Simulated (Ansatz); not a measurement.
Program: Ansatz. Geometries: PBE0-D4/def2-TZVP. ΔE: electronic, gas phase. CBS: MP2 limit from def2 TZ/QZ plus the TZ coupled-cluster correction, frozen cores. This one scheme is used for every species. DFT in def2-TZVPP. For Ge outer-core shells are correlated without core-valence functions, which leaves a few kJ/mol of doubt a bond. Scalar relativity is left out up to krypton. One conformer a species, not always the lowest.

Consider the cleavage of the Si–Ge bond: `Cl[SiH2][GeH2][Cl]` + `N[Si](F)(F)Cl` → `F[Si](F)(Cl)N[SiH2]Cl` + `[Cl][GeH3]`.

```csv
level,ΔE (kJ/mol)
CAM-B3LYP,-57.1
MP2/CBS(def2),-58.0
```

(1) What does CCSD(T)/CBS give? (Estimate.)

Largest T1 diagnostic among the species: 0.011.

## Answers

(1) Computed: -54.5 kJ/mol. The listed levels differ from it by -2.6, -3.5 kJ/mol.

Leaving LDA and LC-ωPBE aside and taking each functional with its dispersion term where it has one, the values, not all of them listed here, spread over 20.2 kJ/mol, from BHLYP-D4 to PBE-D4. LDA lies −6.2 kJ/mol from PBE without D4. At CCSD(T), def2-SVP lies −10.0 kJ/mol from the extrapolated value and def2-TZVPP −3.0 kJ/mol. From PBE to PBE0 (25 % exact exchange), in def2-TZVPP and without D4, ΔE moves by −5.8 kJ/mol.
